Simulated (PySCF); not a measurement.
BBr₃ (SMILES BrB(Br)Br), singlet, geometry from GFN2-xTB; BLYP/STO-3G (PySCF).

The PySCF input:
```python
from pyscf import gto, scf, dft

mol = gto.M(
    atom='''
B     0.01808306   -0.01978242   -0.03760993
Br   -1.50731106   -1.11118164   -0.13755349
Br    0.01971195    1.66670358   -0.86448993
Br    1.48501581   -0.55269588    1.00741627
''',
    basis='sto-3g',
    verbose=4,
)

mf = dft.RKS(mol)
mf.xc = 'blyp'
mf = mf.newton()
mf.kernel()
```

Output, abridged:

```
PySCF version 2.14.0

[INPUT] verbose = 4
[INPUT] num. atoms = 4
[INPUT] num. electrons = 110
[INPUT] charge = 0
[INPUT] spin (= nelec alpha-beta = 2S) = 0
[INPUT] symmetry False subgroup None
[INPUT] Mole.unit = angstrom
[INPUT] Symbol           X                Y                Z      unit          X                Y                Z       unit  Magmom
[INPUT]  1 B      0.018083060000  -0.019782420000  -0.037609930000 AA    0.034172030894  -0.037383355881  -0.071072467264 Bohr   0.0
[INPUT]  2 Br    -1.507311060000  -1.111181640000  -0.137553490000 AA   -2.848405087928  -2.099828974245  -0.259938423578 Bohr   0.0
[INPUT]  3 Br     0.019711950000   1.666703580000  -0.864489930000 AA    0.037250186881   3.149613297032  -1.633649205144 Bohr   0.0
[INPUT]  4 Br     1.485015810000  -0.552695880000   1.007416270000 AA    2.806273171549  -1.044443843375   1.903740843731 Bohr   0.0

nuclear repulsion = 745.880533581362
number of shells = 27
number of NR pGTOs = 177
number of NR cGTOs = 59
basis = sto-3g
ecp = {}

******** <class 'pyscf.soscf.newton_ah.SecondOrderRKS'> ********
method = SecondOrderRKS
initial guess = minao
damping factor = 0
level_shift factor = 0
DIIS = <class 'pyscf.scf.diis.CDIIS'>
diis_start_cycle = 1
diis_space = 8
diis_damp = 0
SCF conv_tol = 1e-09
SCF conv_tol_grad = None
SCF max_cycles = 50
direct_scf = True
direct_scf_tol = 1e-13
XC library pyscf.dft.libxc version 7.1.2
    S. Lehtola, C. Steigemann, M. J. T. Oliveira, and M. A. L. Marques,  SoftwareX 7, 1–5 (2018)
XC functionals = blyp
    A. D. Becke,  Phys. Rev. A 38, 3098 (1988)
    C. Lee, W. Yang, and R. G. Parr,  Phys. Rev. B 37, 785 (1988)
    B. Miehlich, A. Savin, H. Stoll, and H. Preuss,  Chem. Phys. Lett. 157, 200 (1989)
radial grids:
    Treutler-Ahlrichs [JCP 102, 346 (1995); DOI:10.1063/1.469408] (M4) radial grids

becke partition: Becke, JCP 88, 2547 (1988); DOI:10.1063/1.454033
pruning grids: <function nwchem_prune>
grids dens level: 3
symmetrized grids: False
atomic radii adjust function: <function treutler_atomic_radii_adjust>
small_rho_cutoff = 0
******** <class 'pyscf.dft.rks.RKS'> Newton solver flags ********
SCF tol = 1e-09
conv_tol_grad = None
max. SCF cycles = 50
direct_scf = True
direct_scf_tol = 1e-13
max_cycle_inner = 12
max_stepsize = 0.05
ah_start_tol = 1e+09
ah_level_shift = 0
ah_conv_tol = 1e-12
ah_lindep = 1e-14
ah_start_cycle = 1
ah_max_cycle = 40
ah_grad_trust_region = 2.5
kf_interval = 4
kf_trust_region = 5
canonicalization = True
Set conv_tol_grad to 3.16228e-05
Initial guess from minao.
tot grids = 75320
  HOMO = -0.647616840492401  LUMO = -0.397729734467383  gap/eV = 6.79977
Initial guess E= -7662.19550862677  |g|= 0.520251
macro= 0  E= -7662.29696631025  delta_E= -0.101458  |g|= 0.110596  3 KF 11 JK
macro= 1  E= -7662.29720073492  delta_E= -0.000234425  |g|= 0.000930206  2 KF 7 JK
macro= 2  E= -7662.29720073493  delta_E= -9.09495e-12  |g|= 9.60235e-06  1 KF 2 JK
Canonicalize SCF orbitals
macro X = 3  E=-7662.29720073493  |g|= 9.60235e-06  total 7 KF 24 JK
converged SCF energy = -7662.29720073493
```
